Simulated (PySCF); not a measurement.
**Correlation energy of Ag⁺ (silver, charge +1)**

[Kr] 4d10, closed-shell 1S. Calculation: PySCF 2.14, in aug-cc-pwCVDZ-PP with ECP28MDF (6s6p5d3f, 70 functions); scalar relativity through the core potential. Frozen: 4s2 4p6; 10 electrons correlated.

```json
{"level": "CCSD", "correlation energy (mhartree)": "-322.94"}
{"level": "(T)", "correlation energy (mhartree)": "-8.66"}
{"level": "CCSD(T)", "correlation energy (mhartree)": "-331.60"}
```

Diagnostics: T1 = 0.0024, D1 = 0.0034, largest double amplitude 0.017.

Task: Is a single reference adequate?

Result: Yes, within this model without spin-orbit coupling: T1 lies below 0.03 and no double amplitude reaches 0.07.
